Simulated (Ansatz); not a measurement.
As, charge +1, triplet; WB97M-V/6-31G* in Ansatz (a quantum-chemistry and plane-wave program).

Input for Ansatz:
Ansatz 0.2 input:
```yaml
crystal:
  periodic: [false, false, false]
  atoms:
    - {symbol: As, position_ang: [0.00000000, 0.00000000, 0.00000000]}
basis:
  gaussian:
    orbitals: 6-31G*
hamiltonian:
  xc: {name: wB97M-V}
total_charge: 1
magnetization: {spin_polarized: true, initial_magnetization: 2}
accuracy: high
```

Output, abridged:

```
Functional definition: wB97M-V
316 factors; integrals over basis functions are off by at most 3.9e-9 eV
85 factors; integrals over basis functions are off by at most 8.8e-10 eV
mean field evaluation 1: about -60818.6950 eV, gradient 5.5e0 eV
mean field evaluation 2: about -60818.7599 eV, gradient 4.5e0 eV
mean field evaluation 4: about -60818.7820 eV, gradient 3.0e-1 eV
mean field evaluation 8: about -60818.7895 eV, gradient 3.8e-3 eV
mean field evaluation 16: about -60818.7895 eV, gradient 1.7e-8 eV
mean field -60818.78952937 eV, -2235.0492907483 hartree, gradient 3.5e-8 eV, S^2 2.002376; 0 other end points of the search recorded, 0 dependent functions left out
reference -60818.78953173 eV, -2235.0492908350 hartree; 17, 15 occupied and 18, 20 virtual orbitals, 316 factors
Total energy: -60818.78953173 eV, -2235.0492908350 hartree
```
